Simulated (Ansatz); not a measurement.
Ansatz (a quantum-chemistry and plane-wave program) input (CCSD(T)/def2-SVPD):

Ansatz 0.2 input:
```yaml
crystal:
  periodic: [false, false, false]
  atoms:
    - {symbol: Zr, position_ang: [-0.62783677, -0.19062980, -0.02226007]}
    - {symbol: H, position_ang: [-0.92480723, -1.23706522, 1.47642882]}
    - {symbol: H, position_ang: [-1.71294062, 1.30554147, -0.02564324]}
    - {symbol: H, position_ang: [-0.91365901, -1.14553148, -1.57868506]}
    - {symbol: S, position_ang: [1.67813928, 0.55244926, -0.00823389]}
    - {symbol: H, position_ang: [1.81464895, -0.13694083, 1.15004470]}
basis:
  gaussian:
    orbitals: def2-SVPD
magnetization: {spin_polarized: false}
correlation: {method: ccsd_t, electrons: outside_noble_gas}
output: {forces: true}
```

Output:

```
Functional definition: HF
integrals: 0.10 GiB planned
888 factors; integrals over basis functions are off by at most 1.3e-3 eV
mean field: 0.24 GiB planned
mean field evaluation 1: about -12141.0499 eV, gradient 2.2e1 eV
mean field evaluation 2: about -12141.0519 eV, gradient 2.2e1 eV
mean field evaluation 4: about -12142.9996 eV, gradient 2.2e0 eV
mean field evaluation 8: about -12143.0343 eV, gradient 3.5e-4 eV
mean field evaluation 16: about -12143.0319 eV, gradient 1.6e-1 eV
mean field -12143.03426172 eV, -446.2482782740 hartree, gradient 1.6e-6 eV, S^2 0.000000; 0 other end points of the search recorded, 0 dependent functions left out
9 core orbitals not correlated
reference -12143.03426172 eV, -446.2482782740 hartree; 7, 7 occupied and 77, 77 virtual orbitals, 888 factors
densities: 0.40 GiB planned
second order -6.95002703 eV of doubles, -0.00000000 eV of singles
coupled cluster: 0.28 GiB planned
cycle   1  -7.62691337 eV  change   -6.8e-1 eV  update   9.4e-2
cycle   2  -7.91633167 eV  change   -2.9e-1 eV  update   3.1e-2
cycle   3  -8.00458007 eV  change   -8.8e-2 eV  update   1.9e-2
cycle   4  -8.00236209 eV  change    2.2e-3 eV  update   5.1e-3
cycle   5  -7.99923672 eV  change    3.1e-3 eV  update   2.0e-3
cycle   6  -7.99913001 eV  change    1.1e-4 eV  update   7.0e-4
cycle   7  -7.99919634 eV  change   -6.6e-5 eV  update   2.5e-4
cycle   8  -7.99927354 eV  change   -7.7e-5 eV  update   1.1e-4
cycle   9  -7.99928403 eV  change   -1.0e-5 eV  update   4.5e-5
cycle  10  -7.99926603 eV  change    1.8e-5 eV  update   1.7e-5
cycle  11  -7.99926720 eV  change   -1.2e-6 eV  update   7.0e-6
cycle  12  -7.99926883 eV  change   -1.6e-6 eV  update   3.2e-6
perturbative correction -0.29086081 eV, -0.0106889375 hartree
the calculation of the forces begins
Total energy: -12151.32439136 eV, -446.5529349189 hartree
Atom 0 at    -0.627837    -0.190630    -0.022260 Å, force    -0.148263    -0.044203    -0.006542 eV/Å
Atom 1 at    -0.924807    -1.237065     1.476429 Å, force    -0.026209    -0.103812     0.150352 eV/Å
Atom 2 at    -1.712941     1.305541    -0.025643 Å, force    -0.115279     0.143320    -0.000207 eV/Å
Atom 3 at    -0.913659    -1.145531    -1.578685 Å, force    -0.037084    -0.096473    -0.152144 eV/Å
Atom 4 at     1.678139     0.552449    -0.008234 Å, force     0.312662     0.194335    -0.145794 eV/Å
Atom 5 at     1.814649    -0.136941     1.150045 Å, force     0.014174    -0.093168     0.154336 eV/Å
Dipole moment:    -0.025672    -0.094844     0.136475 e Å
```
